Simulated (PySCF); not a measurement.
Species: C₅H₉F₂ (doublet state).
SMILES with atom numbers: `[F:1][CH2:2][CH2:3][CH:4][CH2:5][CH2:6][F:7]` (hydrogens: H8, H9 on C2; H10, H11 on C3; H12 on C4; H13, H14 on C5; H15, H16 on C6)

Geometry (GFN2-xTB, Å), atoms numbered from 1 in this order:
```
atom  x, y, z in Å
F1     0.809   -1.328    1.446
C2     1.563   -1.278    0.298
C3     1.490    0.127   -0.331
C4     0.153    0.438   -0.880
C5    -0.882    1.148   -0.101
C6    -1.982    0.201    0.415
F7    -2.686   -0.328   -0.638
H8     1.160   -2.039   -0.377
H9     2.588   -1.530    0.590
H10    2.243    0.144   -1.124
H11    1.767    0.852    0.438
H12   -0.149   -0.044   -1.795
H13   -0.443    1.642    0.767
H14   -1.378    1.899   -0.726
H15   -2.704    0.744    1.034
H16   -1.557   -0.638    0.972
```

The hyperfine couplings belong to this conformer and change with its torsions.

Theory: UKS B3LYP, pcH-1 on C F H, non-relativistic, mean-field spin-orbit, GIAO in PySCF. Isolated species at its GFN2-xTB geometry (one conformer only). Couplings are sensitive to structure, and on GFN2-xTB geometries they can be far from those on DFT ones. Stability of the SCF solution: not tested.

(1) Give the principal g shifts and their parts.

(2) What effective moment and Curie constant follow for a powder?

(3) Average each term over the three axes. Which is largest in size?

(4) What are the electron Larmor frequencies g μB B/h along the three axes at 350 mT?

(5) In a frozen sample, at which fields do the three g values resonate at 9.5, 34, 94 and 263 GHz (hyperfine left aside), and which band first spreads them over more than twice a line width of 0.3 mT?

Results:

(1) 
| Δg (ppm) | 1 | 2 | 3 |
| --- | --- | --- | --- |
| relativistic mass correction | -150 | -150 | -150 |
| gauge correction | 3 | 38 | 32 |
| orbital Zeeman/spin–orbit | -55 | 607 | 791 |
| total | -201 | 495 | 674 |

So g = 2.00212, 2.00281, 2.00299 and g_iso = 2.00264; the tensor is rhombic: the two nearest values differ by 20 % of g3 − g1. Axes: g3 points within 11° of the C4–H12 bond.

(2) With the mean of g² = 4.0106 and S(S+1) = 0.75: μ_eff = √(⟨g²⟩S(S+1)) = 1.734 μB and χT = 0.12505·⟨g²⟩·S(S+1) = 0.376 cm³ K/mol (cgs; spin-Hamiltonian part alone).

(3) The orbital-Zeeman/spin–orbit term 448, the mass correction -150 and the gauge correction 24 ppm, for a total of 322 ppm. The orbital-Zeeman/spin–orbit term is the largest in size. The mass correction is the same along every axis, so the anisotropy comes from the other two: their spans along these axes are 35 (gauge) and 846 ppm (orbital Zeeman/spin–orbit).

(4) 9.8077, 9.8112, 9.8120 GHz for g1, g2 and g3, a range of 4.3 MHz.

(5) 
```csv
band,GHz,B(g3) mT,B(g2) mT,B(g1) mT,spread mT
X,9.5,338.87,338.90,339.02,0.15
Q,34.0,1212.80,1212.90,1213.33,0.53
W,94.0,3353.03,3353.32,3354.49,1.47
J,263.0,9381.34,9382.17,9385.44,4.10
```

The spread grows in proportion to the frequency. W band is the first where it exceeds 0.6 mT.

Largest spin populations (Mulliken): C4 (+1.03), C5 (-0.08) and C3 (-0.08). C4 is the only atom above +0.15. The positive populations add up to 1.21 and the negative ones to -0.21, together 2S = 1. The angles at C4 add up to 358.7°, so it is planar; its axial dipolar tensor and the negative coupling of its proton fit spin in a p orbital normal to that plane.

The HOMO–LUMO gaps are 6.80 eV among the α and 7.27 eV among the β orbitals.

The run took 63 s (with the writing of density and orbital grids) on Arm Neoverse V1, one thread, shared host with 32 logical CPUs at a one-minute load of 20, and the process peaked at 0.96 GiB of memory.
